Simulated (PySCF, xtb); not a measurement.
C₂H₉AlN₂, SMILES C[NH][AlH][NH]C.

GFN2-xTB in xtb 6.7.1 at its own geometry gives an orbital gap of 4.03 eV and a dipole moment of 1.05 D.

Geometry: TPSSh-D3(BJ)/def2-SVP. The structure was generated by enumeration; whether it is a known compound was not checked. The values are those of a single conformer.

Task: What does B3LYP/def2-TZVP (PySCF) give? (An estimate is asked for; the answer gives what the named calculation found.)

Result: gap 6.14 eV (levels -6.03 and 0.12 eV), dipole 1.08 D.
